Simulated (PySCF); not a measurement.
A GIAO shielding run with PySCF (density fitting, non-relativistic, gas phase) on SMILES C[Si@@H]1NC[SiH2]N1, C2H10N2Si2:

```
$ OMP_NUM_THREADS=1 python probes_run.py task.json out

{"job": {"kind": "nmr", "xc": "PBE0", "basis": "pcSseg-1"}, "charge": 0, "multiplicity": 1}
C      2.417108     0.314107    -0.589069
Si     0.812056     0.472308     0.398095
N      0.096862    -1.058838     0.674972
C     -1.348723    -1.158428     0.640580
Si    -1.992934     0.267286    -0.450878
N     -0.518132     1.147148    -0.499311
H      2.796866     1.293875    -0.857170
H      2.284374    -0.255310    -1.502626
H      3.180347    -0.177832     0.003722
H      1.033144     1.318189     1.590777
H      0.536620    -1.750358     1.261230
H     -1.771809    -1.092092     1.650700
H     -1.631221    -2.139388     0.248498
H     -2.413107    -0.180967    -1.783319
H     -3.069175     1.007880     0.218190
H     -0.419875     2.001365    -1.015802
```

Hardware: 1 thread of an Arm Neoverse V1, shared host. The job also computes population analyses, field gradients, ring-centre shieldings.

(1) How large is the calculation?

(2) How long does it take, and how much memory does it need?

Results:

(1) 64 electrons, 166 basis functions and 900 auxiliary functions.

(2) 31 s of wall time, with 12 SCF cycles and 4 response iterations; peak memory 0.79 GiB. Times on a shared host scatter by some tens of per cent.
